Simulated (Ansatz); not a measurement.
Steps of a relaxation of `BC([SiH3])Br` with RKS PBE0-D4/def2-TZVP.

```sh
$ ansatz run in.yaml --threads 4 --pin off --events-out ev --progress --plain --max-ram 10444MiB
```

```yaml
crystal:
  periodic: [false, false, false]
  atoms:
    - {symbol: B, position_ang: [-0.688884, 1.296828, -0.443208]}
    - {symbol: C, position_ang: [-0.684600, -0.237361, -0.346767]}
    - {symbol: Si, position_ang: [0.907381, -0.657429, 0.672549]}
    - {symbol: Br, position_ang: [-0.532647, -1.247383, -2.035892]}
    - {symbol: H, position_ang: [-0.235838, 1.884574, -1.404142]}
    - {symbol: H, position_ang: [-1.070157, 1.919723, 0.532531]}
    - {symbol: H, position_ang: [-1.519187, -0.681313, 0.233926]}
    - {symbol: H, position_ang: [0.974405, -2.151398, 0.793018]}
    - {symbol: H, position_ang: [0.812828, -0.040736, 2.041284]}
    - {symbol: H, position_ang: [2.119799, -0.136705, -0.040398]}
basis:
  gaussian: {orbitals: def2-TZVP}
hamiltonian: {xc: pbe0, dispersion: d4}
relax: {f_tol: 0.005, max_steps: 150}
```

Positions (Å) and forces (eV/Å) along the path, 7 of 7 steps:

```xyz
10
step=1 energy=-79721.5330 eV
B    -0.689    1.297   -0.443    0.027    0.170   -0.062
C    -0.685   -0.237   -0.347   -0.079   -0.122    0.239
Si    0.907   -0.657    0.673   -0.029   -0.114   -0.057
Br   -0.533   -1.247   -2.036   -0.013    0.231    0.380
H    -0.236    1.885   -1.404   -0.192   -0.243    0.382
H    -1.070    1.920    0.533    0.146   -0.248   -0.370
H    -1.519   -0.681    0.234    0.417    0.203   -0.333
H     0.974   -2.151    0.793   -0.011    0.335   -0.027
H     0.813   -0.041    2.041    0.004   -0.114   -0.299
H     2.120   -0.137   -0.040   -0.270   -0.097    0.147
10
step=2 energy=-79721.5674 eV
B    -0.691    1.297   -0.445    0.033    0.072    0.064
C    -0.676   -0.228   -0.331    0.050   -0.102    0.074
Si    0.906   -0.667    0.670   -0.114    0.038   -0.041
Br   -0.514   -1.226   -2.004   -0.002    0.011    0.013
H    -0.250    1.872   -1.400   -0.069   -0.079    0.099
H    -1.067    1.916    0.516    0.024   -0.053   -0.118
H    -1.507   -0.673    0.229    0.126    0.095   -0.063
H     0.972   -2.147    0.786   -0.010    0.085   -0.011
H     0.809   -0.050    2.023    0.024   -0.039   -0.050
H     2.102   -0.144   -0.040   -0.062   -0.029    0.033
10
step=3 energy=-79721.5699 eV
B    -0.680    1.296   -0.439   -0.144   -0.006   -0.054
C    -0.667   -0.228   -0.331    0.085   -0.005    0.016
Si    0.901   -0.666    0.671   -0.019   -0.007   -0.027
Br   -0.509   -1.224   -2.003   -0.001    0.014    0.017
H    -0.264    1.865   -1.400    0.048    0.011   -0.002
H    -1.074    1.915    0.508    0.038    0.005    0.028
H    -1.495   -0.664    0.231   -0.033    0.001    0.008
H     0.963   -2.140    0.782    0.005   -0.024    0.005
H     0.815   -0.057    2.023   -0.004    0.008    0.013
H     2.093   -0.147   -0.038    0.025    0.005   -0.003
10
step=4 energy=-79721.5709 eV
B    -0.692    1.296   -0.444    0.025    0.008    0.015
C    -0.666   -0.228   -0.330    0.020   -0.008   -0.003
Si    0.901   -0.665    0.670   -0.006   -0.001   -0.014
Br   -0.509   -1.223   -2.002    0.000   -0.002   -0.002
H    -0.261    1.865   -1.398   -0.008    0.007   -0.017
H    -1.070    1.915    0.509   -0.014    0.004    0.003
H    -1.494   -0.665    0.231   -0.024   -0.006    0.010
H     0.963   -2.140    0.782    0.001   -0.012    0.002
H     0.815   -0.058    2.023   -0.004    0.006    0.006
H     2.096   -0.148   -0.037    0.011    0.003   -0.002
10
step=5 energy=-79721.5711 eV
B    -0.692    1.298   -0.444   -0.002   -0.003    0.001
C    -0.663   -0.226   -0.329    0.004    0.008   -0.003
Si    0.904   -0.668    0.671   -0.009   -0.010   -0.001
Br   -0.505   -1.221   -2.002   -0.002   -0.001   -0.003
H    -0.273    1.868   -1.404    0.000    0.000    0.000
H    -1.072    1.918    0.508   -0.002   -0.001    0.001
H    -1.494   -0.663    0.230    0.005    0.003    0.002
H     0.960   -2.144    0.783    0.005    0.001    0.002
H     0.816   -0.059    2.024    0.000    0.002    0.001
H     2.101   -0.154   -0.035    0.001    0.000    0.001
10
step=6 energy=-79721.5710 eV rejected
B    -0.694    1.300   -0.445   -0.001   -0.001    0.007
C    -0.660   -0.224   -0.329    0.002   -0.008    0.006
Si    0.904   -0.670    0.670    0.002    0.009   -0.002
Br   -0.505   -1.221   -2.001   -0.003    0.003    0.000
H    -0.273    1.871   -1.404   -0.001    0.000   -0.003
H    -1.080    1.918    0.505    0.004    0.001   -0.002
H    -1.490   -0.659    0.233   -0.002   -0.003   -0.009
H     0.961   -2.146    0.784   -0.001    0.001    0.001
H     0.817   -0.061    2.024    0.000    0.000    0.000
H     2.103   -0.157   -0.034   -0.001   -0.002    0.002
10
step=7 energy=-79721.5711 eV
B    -0.693    1.299   -0.444   -0.002    0.001    0.000
C    -0.661   -0.226   -0.329    0.001   -0.001    0.000
Si    0.904   -0.669    0.671    0.000   -0.001    0.000
Br   -0.506   -1.220   -2.003    0.000    0.000   -0.001
H    -0.274    1.869   -1.404    0.000    0.000    0.000
H    -1.075    1.918    0.508    0.001   -0.001    0.000
H    -1.492   -0.661    0.230    0.002    0.001    0.000
H     0.961   -2.145    0.785    0.000    0.001    0.000
H     0.817   -0.059    2.024   -0.001    0.000    0.000
H     2.103   -0.156   -0.034    0.000    0.000    0.000
```

Run time 27 s (4 threads of an Arm Neoverse V1 on a shared host); peak host memory 0.5 GiB.
